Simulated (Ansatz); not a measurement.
The cluster LiCu₄⁻, 5 atoms. Hardware: 4 threads of Arm Neoverse V2 on a shared host.

Correlated methods freeze 36 core orbitals; core or outer-core shells of Li are correlated, in sets that lack core-valence functions.

(1) How many basis functions does each of these Ansatz runs have, and roughly what does it cost? PBE0-D4/def2-TZVPD, charge -1 singlet, energy, from earlier orbitals; PBE0-D4/def2-SVP, charge -1 singlet, energy with a search over starts; r2SCAN-D4/def2-TZVPD, charge -1 singlet, energy, from earlier orbitals; RPA@PBE/def2-TZVPD, charge -1 singlet, energy, from earlier orbitals; PBE-D4/def2-TZVPD, charge -1 singlet, energy and forces, from earlier orbitals; PBE-D4/def2-SVPD, charge -1 singlet, relaxation, 5 steps; ωB97M-V/def2-TZVPD, charge -1 singlet, energy, from earlier orbitals; CCSD(T)/def2-TZVPD, charge -1 singlet, energy, from earlier orbitals; revPBE-D4/def2-TZVPD, charge -1 singlet, energy, from earlier orbitals; B3LYP-D4/def2-TZVPD, charge -1 singlet, energy, from earlier orbitals.

## Answers

(1) Other jobs shared the machine, so times can vary by a factor of up to 3. A dash marks memory too small to be measured apart from the calling script's.

```
                                                                           run  functions  fitting or Cholesky vectors  wall time  peak host memory (GiB)
        revPBE-D4/def2-TZVPD, charge -1 singlet, energy, from earlier orbitals        209                         2041      4.2 s                       –
PBE-D4/def2-TZVPD, charge -1 singlet, energy and forces, from earlier orbitals        209                         2041      4.8 s                       –
         PBE0-D4/def2-SVP, charge -1 singlet, energy with a search over starts        133                         1513        7 s                       –
         B3LYP-D4/def2-TZVPD, charge -1 singlet, energy, from earlier orbitals        209                         2101        8 s                    0.78
          PBE0-D4/def2-TZVPD, charge -1 singlet, energy, from earlier orbitals        209                         2101        9 s                    0.78
        r2SCAN-D4/def2-TZVPD, charge -1 singlet, energy, from earlier orbitals        209                         2041      9.5 s                       –
          RPA@PBE/def2-TZVPD, charge -1 singlet, energy, from earlier orbitals        209                         2101       11 s                    0.73
                      PBE-D4/def2-SVPD, charge -1 singlet, relaxation, 5 steps        148                         1749       12 s                       –
          ωB97M-V/def2-TZVPD, charge -1 singlet, energy, from earlier orbitals        209                         2101       23 s                     1.1
          CCSD(T)/def2-TZVPD, charge -1 singlet, energy, from earlier orbitals        209                         2101    3.5 min                       3
```
